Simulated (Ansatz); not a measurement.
Isomers of Be4Se4 (singlet), relaxed with PBE0-D4/def2-SVP; total energies from Ansatz at B2PLYP/def2-TZVP.

| isomer | description | energy (Eh) |
| --- | --- | --- |
| A | (BeSe)4 cube (Be₄Se₄) | -9664.02905 |
| B | (BeSe)4 ring (Be4Se4) | -9664.02008 |

Correlated methods freeze 36 core orbitals; core or outer-core shells of Se are correlated, in sets that lack core-valence functions.

Question: Work out the relative energies (1 Eh = 2625.5 kJ/mol) and the Boltzmann populations at 500 K from electronic energies alone (R = 8.314 J/mol/K).

Answer: ΔE: A 0.0, B 23.6 kJ/mol. RT = 4.16 kJ/mol. Factors exp(−ΔE/RT): A 1, B 0.00344; sum 1.003. Populations: A 99.7 %, B 0.3 %. Zero-point energy, vibrational entropy and symmetry numbers are left out and can shift these; an error of 4 kJ/mol changes a ratio by a factor of 2.6. Over the other density-functional and correlated levels in def2 sets, the gap between A and B ranges from 39 to 91 kJ/mol.
